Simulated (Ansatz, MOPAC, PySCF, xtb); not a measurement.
Noncovalent pair: HCl (SMILES Cl) (first 2 atoms) with SiH4 (SMILES [SiH4]); geometry from B3LYP-D3(BJ)/def2-TZVP, rigid monomers moved along the line of their centres of mass till Cl1···Si3 is 5.28 Å.
(charge 0, multiplicity 1):
```xyz
7

Cl    -0.0685    -0.3380    -0.3248
H     -0.6754    -1.3223     0.2291
Si     0.0614     0.3659     4.9023
H      0.8773     1.4754     4.3655
H     -1.3196     0.4569     4.3774
H      0.0262     0.4435     6.3811
H      0.6510    -0.9310     4.4990
```

```tsv
level	interaction energy (kcal/mol)	minus CCSD(T)/CBS(aug-cc-pV(D+d)Z, aug-cc-pV(T+d)Z)	cost
PM3	0.01	0.23	-
GFN1-xTB	-0.22	0.00	-
HF/STO-3G (no counterpoise)	-0.02	0.20	-
HF/3-21G (no counterpoise)	-0.11	0.11	-
HF/6-31G*	-0.04	0.18	-
HF/6-31G* (no counterpoise)	-0.09	0.13	-
PBE-D3(BJ)/def2-TZVPPD	-0.30	-0.08	×1
BP86/6-31G* (no counterpoise)	0.00	0.22	-
B3LYP/3-21G (no counterpoise)	-0.09	0.13	-
B3LYP/6-31G*	0.01	0.23	-
B3LYP/LANL2DZ (no counterpoise)	-0.09	0.13	-
B3LYP/def2-TZVPPD	0.04	0.26	×1
B3LYP-D4/def2-TZVPPD	-0.12	0.10	×1
PBE0-D4/def2-TZVPPD	-0.23	-0.01	×1
wB97X-V/def2-TZVPPD	-0.21	0.01	×3
wB97M-V/def2-TZVPPD	-0.22	0.00	×4
MP2/6-31G* (no counterpoise)	-0.17	0.05	-
SCS-MP2/aug-cc-pV(D+d)Z	-0.17	0.05	-
SCS-MP2/aug-cc-pV(T+d)Z	-0.18	0.04	-
CCSD(T)/CBS(aug-cc-pV(D+d)Z, aug-cc-pV(T+d)Z)	-0.22	0.00	×300*
```

 The comparison column counts from a level with limits of its own.

The rows run from -0.30 (PBE-D3(BJ)/def2-TZVPPD) to 0.04 kcal/mol (B3LYP/def2-TZVPPD). The dispersion term adds -0.15 in B3LYP-D4. The 3 functionals in def2-TZVPPD without D3 or D4 span 0.26, from wB97M-V to B3LYP.

Counterpoise-corrected where a basis set is named; no monomer relaxation. Rows marked so take none.

Frozen-core correlation. CBS(a, b) extrapolates the correlation energy as X⁻³ and adds the Hartree–Fock energy of set b. Rows in 3-21G, 6-31G*, LANL2DZ, STO-3G carry no dispersion term and start afresh at each structure (6-31G* with six Cartesian d functions). MP2/6-31G* freezes PySCF's default core. LANL2DZ brings its own core potentials from Na on. The state reached by PM3 isn't checked.

Run with Ansatz (a first-principles code) with Gaussian orbitals; MOPAC for PM3 (differences of heats of formation); PySCF for 3-21G rows, 6-31G* rows, LANL2DZ rows, STO-3G rows, the dispersion terms; xtb for the GFN methods. 

Costs are rough ratios of core time to PBE/def2-TZVPPD (about 2.6 s over the structures, on one shared machine); a dash marks a level with no comparable run of its own. A star marks coupled-cluster runs past 200 virtual orbitals, where the program's memory plan changes under this machine's limit, so their costs aren't comparable with smaller runs.
